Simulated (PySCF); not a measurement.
Ionisation energy of C⁺ by level of theory

C⁺ [He] 2s2 2p1 (2P) → C²⁺ [He] 2s2 (1S), as a difference of total energies. All numbers are calculated (PySCF 2.14, scalar relativity by spin-free X2C-1e, in x2c-TZVPPall with one added diffuse shell each of s, p, d type (6s4p3d1f, 40 functions)). Correlated levels: valence: 1s2 frozen. The calculations carry no spin-orbit coupling.

```csv
method,ionisation energy (eV),error (eV)
UHF,24.167,-0.211
MP2 (valence),24.370,-0.008
SCS-MP2 (valence),24.332,-0.046
CCSD (valence),24.201,-0.177
CCSD(T) (valence),24.232,-0.146
CCSDT (valence),24.240,-0.138
```

Reference: 24.378 eV (measured; NIST levels, between the centres of gravity of the two terms).

Errors of the correlated levels include the incompleteness of this basis and the frozen core.

The coupled-cluster amplitudes are large for C²⁺ (T1 above 0.03 or a double amplitude above 0.15), so a single reference is strained.
